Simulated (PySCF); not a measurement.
PySCF input:

```python
from pyscf import gto, scf, dft

mol = gto.M(
    atom='''
    Ge   -0.10821585    0.27256027   -0.13785400
    O    -1.22851902   -0.99397578   -0.04157921
    F     1.47678438   -0.08556918    0.52710684
    ''',
    basis='def2-tzvpd',
    charge=0,
    spin=1,
    verbose=4,
)

mf = dft.UKS(mol, xc='m06l').density_fit(auxbasis='def2-universal-jkfit')
mf.grids.level = 4
mf.conv_tol = 1e-9
mf.max_cycle = 100
mf.max_memory = 1500
mf.kernel()
if not mf.converged:
    mf = mf.newton()
    mf.kernel(mf.make_rdm1())
for _ in range(2):
    mo, _, stable, _ = mf.stability(return_status=True)
    if stable:
        break
    mf.kernel(mf.make_rdm1(mo, mf.mo_occ))
mf.analyze()
```

Problem. What final total energy does it print?

Solution. -2252.05388 Eh (M06-L/def2-TZVPD).

It need not be the lowest isomer of its formula.
